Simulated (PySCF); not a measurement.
Working out the excitation energy of In

In [Kr] 4d10 5s2 5p1 (2P) → In [Kr] 4d10 5s1 5p1 5d1 (high-spin determinant). Computed with PySCF 2.14 in aug-cc-pVTZ-PP with ECP28MDF (6s5p4d2f, 55 functions), with scalar relativity through the core potential. Frozen: 4s2 4p6 4d10. Energies in hartree (1 hartree = 27.21139 eV):

```json
{"part": "UHF", "In (lower)": "-189.210364", "In (upper)": "-188.921635"}
{"part": "MP2 opposite-spin", "In (lower)": "-0.027934", "In (upper)": "0.000000"}
{"part": "MP2 same-spin", "In (lower)": "-0.002264", "In (upper)": "-0.005832"}
```

What does Hartree-Fock give?

(-188.921635) − (-189.210364) = 0.288729 hartree = 7.857 eV.

What do MP2 and SCS-MP2 (6/5 opposite-spin, 1/3 same-spin) give?

The opposite-spin parts differ by 0.760 eV and the same-spin parts by -0.097 eV. MP2: 7.857 + (0.760) + (-0.097) = 8.520 eV. SCS-MP2: 7.857 + 1.2 × (0.760) + (-0.097)/3 = 8.737 eV.

One determinant mixes LS terms, so it does not stand for a single term.

The upper state lies above the first ionisation limit, but in LS coupling its spin forbids autoionisation to the ground ion; at this Z spin-orbit coupling breaks that rule.
